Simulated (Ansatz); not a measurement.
Basis sets compared for Be3⁺ (the lowest doublet isomer of a short search). The state is a doublet with charge 1. Geometry PBE0/def2-TZVP. Ansatz on 4 threads of Arm Neoverse V1 on a shared host; times are rough, and most runs start from earlier orbitals.

```tsv
atom	x (Å)	y (Å)	z (Å)
Be1	0.0000	0.0000	0.0000
Be2	-1.8465	0.6826	0.9677
Be3	1.8465	-0.6826	-0.9677
```

The structure comes from a short search, and lower isomers may exist.

```
        level  functions  energy (Eh)  HOMO (eV)  LUMO (eV)  wall time
 PBE/def2-SVP         27     -43.6668      -9.41      -8.69      0.4 s
PBE0/def2-SVP         27     -43.6810      -9.91      -8.17     0.46 s
```

Question: Estimate the rows for PBE/def2-TZVP, PBE0/def2-TZVP.

Answer: 
```
         level  functions  energy (Eh)  HOMO (eV)  LUMO (eV)  wall time
 PBE/def2-TZVP         57     -43.7122      -9.44      -8.62     0.76 s
PBE0/def2-TZVP         57     -43.7276      -9.97      -8.08      0.5 s
```
